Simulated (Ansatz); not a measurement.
Species: AsHF$_{3}$, charge 1, singlet. AsHF3+ (SMILES F[AsH+](F)F).
B3LYP-D3(BJ)/def2-TZVP minimum from Ansatz (a first-principles code):
```
As
F 1 1.6524
F 1 1.6524 2 106.62
F 1 1.6524 2 106.62 3 -113.61
H 1 1.5010 2 112.19 3 123.20
```
Charge +1, spin multiplicity 1.

Total energies in cc-pVDZ, 26 correlated electrons, 17 frozen orbitals. UHF or UKS for unpaired electrons; spin-orbit terms are left out. Correlated methods leave the cores frozen (noble-gas shells, and filled d and f shells in the p block). No relativity.

```json
[
 {"method": "HF", "program": "Ansatz", "energy (Eh)": "-2532.75531", "minus CCSDT(Q) (mEh)": "704.21"},
 {"method": "MP2", "program": "Ansatz", "energy (Eh)": "-2533.43543", "minus CCSDT(Q) (mEh)": "24.09"},
 {"method": "CCSD", "program": "Ansatz", "energy (Eh)": "-2533.44259", "minus CCSDT(Q) (mEh)": "16.93"},
 {"method": "CCSD(T)", "program": "Ansatz", "energy (Eh)": "-2533.45678", "minus CCSDT(Q) (mEh)": "2.74"},
 {"method": "CCSDT(Q)", "program": "Ansatz", "energy (Eh)": "-2533.45952", "minus CCSDT(Q) (mEh)": "0.00"}
]
```

Rough core times of Ansatz's runs on a shared machine: CCSD(T) under 20 s, CCSDT(Q) 5 min.
